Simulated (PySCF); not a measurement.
## A series of derivatives of [SiH3]N[SiH3]

Parent skeleton `[SiH3:1][NH:2][SiH3:3]`; one hydrogen on atom 2 is replaced by X. Hydrogens on one atom are averaged.

[PySCF: shielding tensors at PBE0/pcSseg-1 (GIAO); coordinates at the GFN2-xTB level; no relativistic terms; isolated molecule; one conformer; equivalent nuclei averaged]

Shifts are taken against calculated references (same method and geometry level): TMS for $^{29}$Si and $^{1}$H; NH3 for $^{15}$N.

Parent (X = H): Si1/Si3 -54.5, N2 -12.4, H(Si1)/H(Si3) 4.75 ppm. Effects are Δδ = δ(X) − δ(H), positive for deshielding.

Question: Give Δδ (ppm) for X = CH2CF3, allyl, cPr.

Answer: 
| X | SMILES | Si1/Si3 | N2 | H(Si1)/H(Si3) |
| --- | --- | --- | --- | --- |
| CH2CF3 | FC(F)(F)CN([SiH3])[SiH3] | +16.5 | +15.2 | +0.02 |
| allyl | C=CCN([SiH3])[SiH3] | +7.4 | +27.0 | -0.04 |
| cPr | [SiH3]N([SiH3])C1CC1 | +2.4 | +20.9 | -0.11 |

Question: Which position responds most, and to which substituents?

Answer: Si1/Si3: from +2.4 ppm with cPr to +16.5 ppm with CH2CF3.

Experimental scales use liquid or dissolved standards, which lie at an offset from isolated NH3 (liquid NH3: subtract about 20 ppm).
